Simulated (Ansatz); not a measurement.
Ideal-gas functions of F₂HOY, SMILES `[OH][Y]([F])[F]` at 600 K and 1 bar, from an Ansatz frequency run at PBE0-D4/def2-TZVP.

Molar mass 143.91 g/mol, point group C2v (symmetry number 2), electronic degeneracy 1, moments of inertia 112.688, 113.652, 226.34 u Å². Harmonic wavenumbers (cm⁻¹, unscaled): 43, 136, 141, 265, 449, 567, 582, 640, 3999.

Use S(trans) = R[1.5 ln M + 2.5 ln T − 1.1517]; rotational temperatures θ = 24.2544 K / I; S(rot) = R[ln(√π/σ · √(T³/θAθBθC)) + 1.5]; for each mode x = 1.438777 ν̃/T, S = R[x/(eˣ − 1) − ln(1 − e⁻ˣ)] and H = RT x/(eˣ − 1); 1 cm⁻¹ = 0.0119627 kJ/mol; R = 8.31446 J/(mol·K).

Problem. By hand: the entropy, in J/(mol·K).

Solution. Translation 185.4. Rotation: θ = 0.2152, 0.2134, 0.1072 K, giving 113.3. Vibration, mode by mode: 27.21, 17.67, 17.37, 12.22, 8.09, 6.37, 6.19, 5.52, 0.01, in all 100.6. Electronic 0.0. Sum 399.3 J/(mol·K).

Problem. By hand: H − E and G − E in kJ/mol, counted from the electronic energy.

Solution. Zero-point energy ½ × 6822 × 0.0119627 = 40.8; thermal vibration 26.2; translation, rotation and pV give 4 RT = 20.0. H − E = 87.0 kJ/mol, and G − E = 87.0 − 600 × 399.3/1000 = -152.6 kJ/mol.

Vibration gives 25 % of the entropy, 62.2 J/(mol·K) of it from the modes under 150 cm⁻¹: soft modes count most, and the harmonic formula is weakest for them. The sum counts one conformer and one mirror image; others add a mixing term.
